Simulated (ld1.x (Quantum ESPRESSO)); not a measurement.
**u(r) = r·R(r): atom against pseudo-atom (palladium)**

Columns: radius, all-electron u(r) and pseudo u(r) of the 4p shell (level -62.47 eV) of palladium in the configuration [Ar] 3d10 4s2 4p6 4d9 5s0 5p0; PBE, scalar-relativistic, TM semilocal scheme, ld1.x (Quantum ESPRESSO) 7.5.

```tsv
r (bohr)	all-electron	pseudo
0.088	0.3578	0.0264
0.175	-0.2394	0.1019
0.262	-0.5946	0.2188
0.350	-0.4704	0.3671
0.438	-0.0938	0.5307
0.525	0.3194	0.6911
0.612	0.6663	0.8350
0.700	0.9134	0.9512
0.788	1.0575	1.0294
0.875	1.1154	1.0663
0.962	1.1110	1.0648
1.050	1.0635	1.0297
1.138	0.9896	0.9689
1.225	0.9031	0.8922
1.312	0.8118	0.8070
1.400	0.7202	0.7186
1.487	0.6341	0.6336
1.575	0.5534	0.5533
1.662	0.4809	0.4808
1.750	0.4152	0.4152
1.838	0.3571	0.3571
1.925	0.3067	0.3067
2.012	0.2626	0.2626
2.100	0.2240	0.2240
2.188	0.1906	0.1906
2.275	0.1623	0.1623
```

Task: How many radial nodes do the two functions have?

Result: The all-electron 4p function has n − l − 1 = 2; the pseudo-wave has 0, since the states of the same l below it are removed with the core.

Task: At about which radius was the pseudo-wave matched?

Result: 1.75 bohr. The columns agree to 0.0005 from 1.49 bohr on; several derivatives are matched, so the curves merge somewhat inside the radius.

Task: Is the pseudo-wave norm-conserving?

Result: Yes: the TM semilocal scheme keeps the norm inside the radius equal to the all-electron one, which fixes the energy derivative of the logarithmic derivative at the level.
